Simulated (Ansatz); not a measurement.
Mulliken charges of C2H3BCl3N (`CC#[N+][B-](Cl)(Cl)Cl`) from r2SCAN/def2-TZVPP in Ansatz (PBE0-D4/def2-TZVP geometry).

```csv
atom,x (Å),y (Å),z (Å),charge (e)
C1,0.761,-1.376,1.397,-0.025
C2,0.246,-0.435,0.439,-0.039
N3,-0.163,0.309,-0.320,0.205
B4,-0.731,1.341,-1.372,0.206
Cl5,0.529,2.654,-1.476,-0.224
Cl6,-2.315,1.908,-0.670,-0.224
Cl7,-0.919,0.389,-2.915,-0.224
H8,1.299,-2.169,0.875,0.108
H9,1.441,-0.863,2.080,0.108
H10,-0.065,-1.808,1.964,0.108
```

Q: By hand: the dipole of these point charges (1 e Å = 4.8032 D).

A: Σ q r = (0.682, -1.241, 1.265) e Å, of length 1.899 e Å = 9.12 D.

Q: How does the dipole of the full density compare? (Estimate.)

A: Ansatz gave: (0.708, -1.289, 1.314) e Å, 9.47 D; the point charges give 0.96 times that, at 0° from its direction.

Point charges leave out the atoms' own dipoles, such as those of lone pairs, and Mulliken's split depends on the basis, so the close match here is no proof of good charges.
